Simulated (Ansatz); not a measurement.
Consider the ligand exchange at the Si–N bond: `N[SiH2][SiH](N)O` + H₂S → `N[SiH2][SiH](O)S` + NH₃.

Calculated with Ansatz (gas phase, PBE0-D4/def2-TZVP geometries, no zero-point term in ΔE). CBS: MP2 limit from def2 TZ/QZ plus the TZ coupled-cluster correction, frozen cores. This one scheme is used for every species. Functionals use def2-TZVPP. One conformer a species, not always the lowest.

| level | ΔE (kJ/mol) | difference from CCSD(T)/CBS |
| --- | --- | --- |
| PBE-D4 | -19.7 | -8.2 |
| r2SCAN-D4 | -15.3 | -3.8 |
| ωB97X-V | -9.9 | 1.6 |
| B2PLYP | -8.5 | 3.0 |
| r2SCAN | -14.8 | -3.3 |
| PBE0 | -15.4 | -3.9 |
| HF/def2-TZVPP | -2.1 | 9.4 |
| MP2/def2-TZVPP | -12.6 | -1.1 |
| SCS-MP2/def2-TZVPP | -9.0 | 2.5 |
| CCSD/def2-TZVPP | -6.8 | 4.7 |
| CCSD(T)/def2-TZVPP | -9.2 | 2.3 |
| MP2/def2-QZVPP | -13.5 | -2.0 |
| SCS-MP2/def2-QZVPP | -10.0 | 1.5 |
| HF/CBS(def2) | -0.9 | 10.6 |
| MP2/CBS(def2) | -14.9 | -3.4 |
| CCSD/CBS(def2) | -9.1 | 2.4 |
| CCSD(T)/CBS | -11.5 | 0 |

Largest T1 diagnostic among the species: 0.012.

The D4 term adds −3.7 kJ/mol with B3LYP and −2.1 kJ/mol with PBE0; it sums over pairs of atoms, weighted by their polarisabilities, and B3LYP, whose exchange is more repulsive, gets the larger term. In def2-TZVPP, CCSD(T) changes the Hartree–Fock value by −7.0 kJ/mol (the triples alone add −2.4 kJ/mol) and MP2 by −10.4 kJ/mol.

B3LYP here is the variant with VWN-RPA as its local correlation; programs differ in this.
